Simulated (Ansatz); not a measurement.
`F[CH2][ZnH]` and `Cl[CH2][ZnH]` differ in one element.

Ansatz, PBE0-D4/def2-TZVP geometries, multiplicity 1. 

Scalar relativity is left out up to krypton.

```tsv
property	`F[CH2][ZnH]`
size of the dipole moment (ωB97M-V/def2-TZVPP) / D	1.69
HOMO–LUMO gap (ωB97M-V/def2-TZVPP) / eV	10.25
size of the dipole moment (B3LYP/def2-TZVPP) / D	1.68
LUMO energy (B3LYP/def2-TZVPP) / eV	-1.07
zero-point energy (PBE0-D4/def2-TZVP) / kJ/mol	91.7
HOMO energy (PBE/def2-TZVPP) / eV	-6.10
```

Problem. What does the change do to each property? (Best estimate.)

Solution. The calculation gave: 
```json
{"property": "size of the dipole moment (ωB97M-V/def2-TZVPP) / D", "`Cl[CH2][ZnH]`": "1.95", "shift": "0.26"}
{"property": "HOMO–LUMO gap (ωB97M-V/def2-TZVPP) / eV", "`Cl[CH2][ZnH]`": "10.19", "shift": "-0.06"}
{"property": "size of the dipole moment (B3LYP/def2-TZVPP) / D", "`Cl[CH2][ZnH]`": "1.90", "shift": "0.22"}
{"property": "LUMO energy (B3LYP/def2-TZVPP) / eV", "`Cl[CH2][ZnH]`": "-0.97", "shift": "0.10"}
{"property": "zero-point energy (PBE0-D4/def2-TZVP) / kJ/mol", "`Cl[CH2][ZnH]`": "88.3", "shift": "-3.4"}
{"property": "HOMO energy (PBE/def2-TZVPP) / eV", "`Cl[CH2][ZnH]`": "-6.07", "shift": "0.03"}
```

Dipoles are sizes alone; their direction can turn.

B3LYP here is the variant with VWN-RPA as its local correlation; programs differ in this.
